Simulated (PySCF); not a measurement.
## Field gradients at the hydrogen positions

Species: C5H7FO3.
Structure used (GFN2-xTB), in Å, numbered top down from 1:
```
atom  x, y, z in Å
C1     2.8349    0.2266   -0.3786
C2     1.7877   -0.2286    0.2796
C3     0.3741    0.0494   -0.1279
O4    -0.2950    0.6809    0.9356
C5    -1.6393    0.8610    0.6260
O6    -2.2730   -0.3684    0.3259
C7    -1.5963   -1.0561   -0.6404
F8    -1.7902   -0.4112   -1.8602
O9    -0.2594   -1.1960   -0.4266
H10    3.8380    0.0127   -0.0535
H11    2.7329    0.8277   -1.2669
H12    1.8774   -0.8337    1.1677
H13    0.3303    0.6897   -1.0297
H14   -2.1345    1.2580    1.5127
H15   -1.7532    1.5500   -0.2307
H16   -2.0419   -2.0530   -0.7408
```

Level: PBE0/pcSseg-1 (PySCF, non-relativistic); Q(2H) = 0.00286 b; rigid geometry, the same for H and D, with no vibrational averaging.

Question: Rank these positions by the coupling χzz of a deuteron there, largest first.
A. H10 (vinylic hydrogen)
B. H14 (methylene hydrogen)
C. H16 (methine hydrogen)
D. H12 (vinylic hydrogen)
E. H13 (methine hydrogen)

Answer: A (226 kHz), D (221 kHz), B (196 kHz), C (184 kHz), E (175 kHz).

Question: Tabulate Vzz, the asymmetry η and χzz = 234.96 MHz × Q × Vzz for every hydrogen position.

Answer: 
```csv
atom,bonded to,bond length (Å),Vzz (au),η,χzz (kHz)
H10,C1,1.076,0.3370,0.04,226
H11,C1,1.077,0.3338,0.05,224
H12,C2,1.078,0.3286,0.06,221
H13,C3,1.107,0.2598,0.02,175
H14,C5,1.090,0.2912,0.05,196
H15,C5,1.105,0.2638,0.03,177
H16,C7,1.097,0.2738,0.01,184
```

Question: How does χzz go with the bond length over the 7 C–H bonds?

Answer: A straight-line fit has a slope of -17.1 kHz for each 0.01 Å, with a correlation coefficient of -0.99, over lengths from 1.076 to 1.107 Å. The longer bonds have the smaller couplings here.

The structure is a single GFN2-xTB conformer in the gas phase; no vibrational or solvent corrections. GFN2-xTB bond lengths can be off by several hundredths of an ångström, more for odd bonds, and the gradients follow them. These gradients aren't converged with respect to the basis.

These values come from a run that also computed NMR shieldings. Hardware: an Arm Neoverse V2 with one thread, shared host with 96 logical CPUs at a one-minute load of 12. Cost: 21 s, 0.83 GiB resident at most.
